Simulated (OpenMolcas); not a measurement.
# d3 ions of charge +4 down a group with 6 chloride ligands in octahedral coordination

```json
{
  "Program": "OpenMolcas 26.06",
  "Method": "CASSCF",
  "Spin-orbit coupling": "RASSI with atomic mean-field integrals over the reference wave functions"
}
```

The d shell is active. Anionic complexes are neutralised by point charges behind the ligands. Distances were set from a Shannon-type radius of the metal (high-spin where two are listed) plus a fixed donor radius (Cl 1.76 Å). Ligand basis ANO-RCC-VDZP, DKH2 Hamiltonian. States (labels of O, the rotations of Oh). Energies in cm-1 above the lowest state or level, χT in cm3 K/mol. Spin-only χT is S(S+1) / 2 for the spin of the ground state.

```tsv
Ion	Shell	R (Å)	Metal basis	Outer charge (e at Å behind ligand)	Ground state	First state of that spin	First gap with spin-orbit (degeneracies)	χT at 300 K	First state of another spin	Spin-only χT
Mn4+	3d3	2.29	ANO-RCC-VTZP	0.33 at 3.2	4A2	4T2 16340	16195 (4, 2)	1.836	2E 21090	1.875
Tc4+	4d3	2.41	ANO-RCC-VTZP	0.33 at 2.8	4A2	4T2 22250	14144 (4, 4)	1.769	2E 14236	1.875
Re4+	5d3	2.39	ANO-RCC-VDZP	0.33 at 3.2	4A2	4T2 26260	11884 (4, 4)	1.444	2E 12711	1.875
```

The rows also differ in their metal basis and outer charges, so part of each step comes from that.

χT departs most from the spin-only value for Re4+, by -0.431 cm3 K/mol.

Without dynamic correlation the repulsion within the d shell is too large (B by tens of per cent), so at a given field states of lower spin stand too high. Ligand-to-metal charge-transfer states are missing. With no ligand orbital active B as a rule stays too high, so bands that hang on it stand too high and its fall with covalency is understated. The least metal-like active orbital is 70 % on the metal (Löwdin) and no ligand orbital is active, so the numbers are rough (holds for Mn4+). With metal d orbitals alone and no dynamic correlation the field as a rule comes out too small, by tens of per cent, by up to half for chloride and softer ligands (holds for Mn4+). The least metal-like active orbital is 69 % on the metal (Löwdin) and no ligand orbital is active, so the numbers are rough (holds for Tc4+). With metal d orbitals alone the field can be off either way by tens of per cent (holds for Tc4+; Re4+). The least metal-like active orbital is 68 % on the metal (Löwdin) and no ligand orbital is active, so the numbers are rough (holds for Re4+). No measured value stands beside these numbers; the geometry is a model, was not optimised and need not be the one that this ion takes.
